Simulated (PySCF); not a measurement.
**Ionising AlI**

PBE0; basis Al def2-SVPD, I def2-SVPD with ECP28; scalar-relativistic core potentials; PySCF 2.14. Neutral (UKS): singlet (closed shell), Re = 2.560 Å, ωe = 312 cm⁻¹, De = 3.94 eV, HOMO -6.81 eV, LUMO -1.99 eV.

AlI⁻ (UKS): doublet (π ↑), Re = 2.802 Å, ωe = 198 cm⁻¹, De = 1.13 eV to Al + I⁻. The energies at the minima are -539.99537 hartree for AlI and -540.01344 for AlI⁻.

Problem. Work out the adiabatic electron affinity, without and with harmonic zero-point energies (1 hartree = 27.2114 eV, 1 eV = 8065.5 cm⁻¹), and the change of the bond length.

Solution. At PBE0: 0.01807 hartree = 0.492 eV between the minima; the zero-point term (312.0 − 198.0)/2 cm⁻¹ = +0.007 eV makes it 0.499 eV. Re changes by +24.2 pm against the neutral. The electron enters a π orbital, and the longer bond of the ion fits an antibonding orbital, or a change in how ionic the bond is.

These are scalar-relativistic numbers at best; spin–orbit coupling would shift them, the dissociation energy most. For an ion De counts to the pair picked by the measured ionisation energies or electron affinities, which need not be the lowest pair at this level. The highest Kohn–Sham level is positive in this anion. Much of that is self-interaction error, but it also means that the finite basis helps to hold the extra electron. States were picked by a PBE0 search and need not be the measured ground states.
